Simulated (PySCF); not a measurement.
Correlation energy of Zn²⁺ (zinc, charge +2)

[Ar] 3d10, closed-shell 1S. Computed with PySCF 2.14 in aug-cc-pVTZ-PP with ECP10MDF (6s6p5d3f2g, 88 functions), with a scalar-relativistic core potential. Frozen: 3s2 3p6; 10 electrons correlated.

```json
{"level": "CCSD", "correlation energy (mhartree)": "-409.51"}
{"level": "(T)", "correlation energy (mhartree)": "-10.77"}
{"level": "CCSD(T)", "correlation energy (mhartree)": "-420.28"}
```

Diagnostics: T1 = 0.0068, D1 = 0.0097, largest double amplitude 0.016.

Cost of the coupled-cluster step: about 7 core-seconds, for 10 correlated electrons.
